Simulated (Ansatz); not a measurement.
CuN3F3H9⁻, relaxed as a doublet with UKS B3LYP-D4/def2-SVPD in Ansatz, starting from the GFN1-xTB geometry. Force threshold 0.02 eV/Å.

In the doublet geometry the species has come apart into loosely held pieces. The relaxation made no stability test and no search for a lower SCF solution. No other spin state of charge -1 was run. Another isomer (doublet) lies 0.08 eV lower at PBE0-D4/def2-TZVPD; other spin states weren't run for this one.

Start:

```xyz
16

Cu   -0.045   -0.181    0.208
F     0.956    1.479    0.468
F    -1.485   -1.262   -0.532
F     0.581   -1.283    1.685
N    -0.424    0.886   -1.772
N     2.204   -0.854   -0.570
N    -1.807    0.261    1.813
H    -1.370    0.636   -1.994
H     0.201    0.659   -2.523
H    -0.339    1.850   -1.507
H     2.752   -1.247   -1.317
H     2.258   -1.430    0.255
H     2.535    0.065   -0.323
H    -2.462   -0.364    1.374
H    -2.274    1.043    2.238
H    -1.282   -0.260    2.497
```

Problem. Estimate the energy that the relaxation releases and the steps that it takes.

Solution. 57.0 kJ/mol, in 37 steps; 7.8 min on 4 threads of Arm Neoverse V2 on a shared host. The force fell under the threshold at step 34, but the optimiser went on. No frequencies were taken in this run, so the end may be a saddle point.

Problem. Does the start keep its bonding?

Solution. Bonds lost: Cu1–N6, Cu1–N7 (atoms count from 1). The end holds 3 separate pieces.

Problem. Predict the relaxed structure.

Solution. 
```xyz
16

Cu   -0.0318    1.1559    0.0095
F     1.6551    1.8624   -0.5075
F    -1.9038    1.2298    0.1715
F     0.4851    0.3088    1.6367
N    -0.2024    0.5338   -1.9867
N     2.0053   -1.0212   -0.5934
N    -2.1872   -0.6151    2.5227
H    -1.1600    0.3527   -2.2696
H     0.3680   -0.3168   -1.9585
H     0.2482    1.2235   -2.5802
H     2.8037   -1.6462   -0.5171
H     1.5447   -0.9938    0.3235
H     2.3574   -0.0627   -0.6921
H    -2.5023   -0.0029    1.7632
H    -2.3056   -1.5655    2.1714
H    -1.1744   -0.4425    2.5066
```
Bond lengths: 3 × Cu–F 1.88 to 1.91 Å; 1 × Cu–N 2.10 Å; 9 × H–N 1.01 to 1.03 Å.
